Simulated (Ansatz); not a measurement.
Start from `CCC(C(C)=O)C(C)=O` and change one atom or group to get `CC(=O)C(C(C)=O)C(C)C`.

Ansatz, PBE0-D4/def2-TZVP geometries, multiplicity 1. Each molecule was computed in one conformer, which needn't be the lowest.

| property | `CCC(C(C)=O)C(C)=O` |
| --- | --- |
| HOMO–LUMO gap (PBE/def2-TZVPP) / eV | 3.32 |
| LUMO energy (B3LYP/def2-TZVPP) / eV | -1.55 |
| LUMO energy (ωB97M-V/def2-TZVPP) / eV | 0.96 |
| HOMO energy (PBE0/def2-TZVPP) / eV | -7.22 |
| size of the dipole moment (ωB97M-V/def2-TZVPP) / D | 1.50 |
| HOMO energy (ωB97M-V/def2-TZVPP) / eV | -9.60 |

Task: What does the change do to each property? (Best estimate.)

Result: The calculation gave: 
```tsv
property	`CC(=O)C(C(C)=O)C(C)C`	shift
HOMO–LUMO gap (PBE/def2-TZVPP) / eV	3.29	-0.03
LUMO energy (B3LYP/def2-TZVPP) / eV	-1.54	0.01
LUMO energy (ωB97M-V/def2-TZVPP) / eV	0.95	-0.01
HOMO energy (PBE0/def2-TZVPP) / eV	-7.20	0.02
size of the dipole moment (ωB97M-V/def2-TZVPP) / D	1.71	0.21
HOMO energy (ωB97M-V/def2-TZVPP) / eV	-9.57	0.03
```

Dipoles are sizes alone; their direction can turn.

B3LYP here is the variant with VWN-RPA as its local correlation; programs differ in this.
